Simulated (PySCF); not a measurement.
Ge(H)2(OMe)(OEt), SMILES [O]([GeH2][O]C)CC (C3H10GeO2) (GFN2-xTB optimised geometry):

```
16

Ge    -0.384     0.606     0.000
O      1.354     0.606     0.000
C      2.208     0.971     1.062
O     -0.626    -0.185    -1.520
C     -1.813    -0.322    -2.271
C     -2.900    -1.087    -1.532
H     -0.956     2.013     0.000
H     -0.908    -0.201     1.173
H      1.933     0.475     1.996
H      2.199     2.051     1.226
H      3.216     0.663     0.780
H     -2.192     0.663    -2.566
H     -1.525    -0.865    -3.178
H     -2.518    -2.051    -1.207
H     -3.756    -1.241    -2.183
H     -3.216    -0.523    -0.654
```

Calculation: PBE0/def2-TZVP (PySCF).

Q: What are the frontier orbital energies and the dipole moment?

A: HOMO-2 -8.28 eV, HOMO-1 -7.86 eV, HOMO -7.69 eV, LUMO 0.48 eV, LUMO+1 1.22 eV; dipole moment 1.78 D.

On the same geometry PBE/def2-TZVP (PySCF) gives HOMO-2 -6.79 eV, HOMO-1 -6.26 eV, HOMO -6.18 eV, LUMO -0.37 eV, LUMO+1 0.23 eV; dipole moment 1.59 D.

Meta-Löwdin charges at PBE0/def2-TZVP: Ge1 0.99, O2 -0.60, C3 -0.12, O4 -0.60, C5 0.02, C6 -0.36, H7 -0.11, H8 -0.11, H9 0.10, H10 0.10, H11 0.13, H12 0.09, H13 0.12, H14 0.12, H15 0.12, H16 0.11.
